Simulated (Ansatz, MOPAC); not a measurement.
Isomers of CH5AlO2: 1 is [OH][Al]([OH])[CH3], 2 is C[O][AlH][OH]; one conformer of each (the lowest of an xTB search), B3LYP-D3(BJ)/def2-TZVP minima.
Isomer 1 (charge 0, multiplicity 1):
```xyz
9

C     -1.134    -1.011    -0.022
Al     0.307     0.284     0.005
O      1.910    -0.283    -0.032
O     -0.075     1.941     0.066
H     -1.060    -1.661    -0.898
H     -1.091    -1.661     0.856
H     -2.111    -0.527    -0.038
H      2.701     0.256    -0.021
H      0.553     2.663     0.085
```
Isomer 2 (charge 0, multiplicity 1):
```tsv
atom	x (Å)	y (Å)	z (Å)
C	1.3694	-0.4641	0.3840
O	0.5528	0.6579	0.1688
Al	-1.0358	0.9942	-0.2800
O	-2.1805	-0.2094	-0.6269
H	2.2280	-0.4378	-0.2929
H	1.7464	-0.4612	1.4106
H	0.8371	-1.4087	0.2206
H	-1.4802	2.4846	-0.3827
H	-2.0373	-1.1555	-0.6016
```

No zero-point or thermal terms.

The state that PM7 reach isn't checked; PM7 holds dispersion and hydrogen-bond terms.

The values were computed with Ansatz (a quantum-chemistry and plane-wave program) with Gaussian orbitals; MOPAC for PM7 (differences of heats of formation). Each number belongs to the level named beside it.

Predict the electronic energy of isomer 2 less that of isomer 1 from PM7.

86 kJ/mol
